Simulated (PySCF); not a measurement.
**Field gradients at the hydrogen positions**

Species: CH₈F₂Si₃.
Z-matrix (Å and degrees, PBE0-D3(BJ)/def2-SVP geometry), rows numbered from 1:
```
F 
C   1  1.3639
F   2  1.3602  1  107.61
Si  2  1.9292  1  108.65  3   118.20
Si  4  2.3428  2  105.52  1   -65.31
Si  5  2.3470  4  109.46  2    39.16
H   2  1.1053  1  107.47  3  -115.81
H   4  1.4942  2  107.53  1    54.60
H   4  1.4944  2  108.34  1   172.63
H   5  1.4972  4  109.05  2   160.11
H   5  1.4960  4  108.85  2   -81.50
H   6  1.4959  5  109.52  4   174.24
H   6  1.4937  5  109.69  4    54.99
H   6  1.4912  5  109.60  4   -65.93
```

Level: PBE0/pcSseg-1 (PySCF, non-relativistic); Q(2H) = 0.00286 b; rigid geometry, the same for H and D, with no vibrational averaging.

Question: Give the electric field gradient Vzz (the principal value of largest size), its asymmetry and the 2H coupling at each hydrogen.

Answer: 
```
atom  bonded to  bond length (Å)  Vzz (au)     η  χzz (kHz)
  H7         C2            1.105    0.2646  0.06        178
  H8        Si4            1.494    0.1405  0.03         94
  H9        Si4            1.494    0.1404  0.03         94
 H10        Si5            1.497    0.1418  0.01         95
 H11        Si5            1.496    0.1423  0.00         96
 H12        Si6            1.496    0.1408  0.00         95
 H13        Si6            1.494    0.1422  0.01         96
 H14        Si6            1.491    0.1430  0.01         96
```

Question: Average by the element that carries the hydrogen.

Answer: on C: 178 kHz over 1 position, mean bond length 1.105 Å; on Si: 95 kHz over 7 positions, mean bond length 1.495 Å.

Question: A static deuteron (I = 1) shows a doublet split by (3/2)χ, (3/4)χ(1 + η) and (3/4)χ(1 − η) with the field along z, y and x of the gradient. What are these for H11?

Answer: With |χ| = 95.6 kHz and η = 0.003: 143, 72 and 71 kHz, to first order and without motion.

The structure is a single PBE0-D3(BJ)/def2-SVP conformer in the gas phase; no vibrational or solvent corrections. A larger basis could move these couplings by a tenth or more.
